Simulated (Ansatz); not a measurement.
B5N4⁺, relaxed as a singlet with RKS r2SCAN-D4/def2-SVP in Ansatz, starting from the GFN1-xTB geometry. Force threshold 0.02 eV/Å.

Another isomer (singlet) lies 4.50 eV lower at PBE0-D4/def2-TZVP; other spin states weren't run for this one.

Start:

```xyz
9

B    -0.5806    0.9320    0.9713
B    -1.0524   -0.7586   -0.3056
B     0.2854   -1.6800    0.0009
B     1.4887    0.2400    0.3963
B    -0.0559    1.0191   -1.0513
N     1.4358   -1.0751    0.3244
N    -0.7605    0.0283   -1.5018
N    -1.3927   -0.0784    0.9423
N     0.6322    1.3725    0.2235
```

```
step  energy (eV)  largest force component (eV/Å)  SCF passes
   1   -9319.7553                           1.443          24
   2   -9319.9696                           1.086          21
   3   -9320.1658                           0.429          29
   4   -9320.1849                           0.118          21
   5   -9320.1864                           0.090          22
   6   -9320.1877                           0.044          23
   7   -9320.1878                           0.030          24
   8   -9320.1879                           0.006          15
```

Force components are those of the run's own axes.

End:

```xyz
9

B    -0.586    0.892    0.934
B    -1.069   -0.665   -0.306
B     0.385   -1.582    0.031
B     1.421    0.158    0.375
B    -0.079    0.978   -1.025
N     1.608   -1.145    0.367
N    -0.835    0.067   -1.543
N    -1.480   -0.041    0.945
N     0.635    1.339    0.223
```

By distances, no bond broke or formed. The bond that changes most is B1–B2, from 2.17 to 2.05 Å (atoms count from 1).

No frequencies were taken in this run, so the end may be a saddle point.

Hardware: 4 threads of Intel Xeon 6975P-C on a shared host. Wall time 6.5 s.
